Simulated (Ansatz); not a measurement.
Relaxation of CH$_{3}$AlClFO (8 atoms, charge 0, multiplicity 1), to a largest force component of 0.02 eV/Å in at most 50 steps.

All numbers below come from RHF/6-31G* in Ansatz.

```xyz
8
Properties=species:S:1:pos:R:3:forces:R:3
C -0.488 -0.372 1.082 9.47 -2.18 -1.27
O 0.757 0.047 0.687 -4.81 -0.98 2.71
Al 0.784 0.308 -1.162 -1.24 -1.76 -2.99
F 1.282 -1.062 -2.242 -0.22 2.88 2.53
Cl 0.349 2.284 -2.017 1.47 -0.21 0.25
H -0.551 -0.460 2.168 -1.13 1.85 -0.26
H -0.805 -1.290 0.604 -1.34 1.26 -0.70
H -0.727 0.262 -0.872 -2.20 -0.85 -0.27
```

Question: Where does it end, and by what steps?

Answer: The forces met the threshold. The force dipped under the threshold on the way, but the program's further checks kept it going. After 19 steps the energy has fallen by 4.233 eV; H8 moved furthest, 0.98 Å. The start is strongly strained (largest force component 9 eV/Å).

| step | energy less start (eV) | largest force component (eV/Å) | accepted |
| --- | --- | --- | --- |
| 0 | 0.0000 | 9.466 | yes |
| 1 | -2.1600 | 4.687 | yes |
| 2 | -3.2319 | 1.905 | yes |
| 3 | -3.6806 | 1.740 | yes |
| 4 | -3.9258 | 2.948 | yes |
| 5 | -4.1497 | 0.942 | yes |
| 6 | -4.1861 | 0.582 | yes |
| 7 | -4.2123 | 0.393 | yes |
| 8 | -4.2107 | 0.768 | no |
| 9 | -4.2227 | 0.170 | yes |
| 10 | -4.2247 | 0.092 | yes |
| 11 | -4.2260 | 0.094 | yes |
| 12 | -4.2276 | 0.336 | yes |
| 13 | -4.2299 | 0.145 | yes |
| 14 | -4.2312 | 0.042 | yes |
| 15 | -4.2316 | 0.131 | yes |
| 16 | -4.2258 | 0.488 | no |
| 17 | -4.2325 | 0.035 | yes |
| 18 | -4.2328 | 0.008 | yes |
| 19 | -4.2328 | 0.017 | yes |

```xyz
8
Properties=species:S:1:pos:R:3
C -0.233 -0.463 1.253
O 0.590 -0.034 0.490
Al 0.355 0.232 -1.463
F 1.546 -0.755 -2.021
Cl 0.694 2.325 -1.651
H 0.010 -0.565 2.302
H -1.220 -0.751 0.913
H -1.140 -0.272 -1.578
```

Time of the run: 41 s on 1 thread of Intel(R) Xeon(R) 6975P-C (Granite Rapids) (shared host), peak memory 0.17 GiB.
